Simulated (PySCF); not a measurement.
A structure optimised at PBE-D3(BJ)/def2-SVP, used in a PySCF frequency run:

```xyz
8

C      0.0138     1.1228     0.0000
N      1.1624     0.3818     0.0000
C      0.7049    -0.8644     0.0000
N     -0.6564    -0.8498     0.0000
N     -1.1211     0.4180     0.0000
H      0.0047     2.2205     0.0000
H      1.2999    -1.7869     0.0000
H     -1.3122    -1.6338     0.0000
```
Charge 0, spin multiplicity 1.

Write its SMILES, formula and point group.

c1nc[nH]n1, C₂H₃N₃, Cs

What are its rotational constants (standard atomic weights)?

10.195, 9.7214, 4.9763 GHz
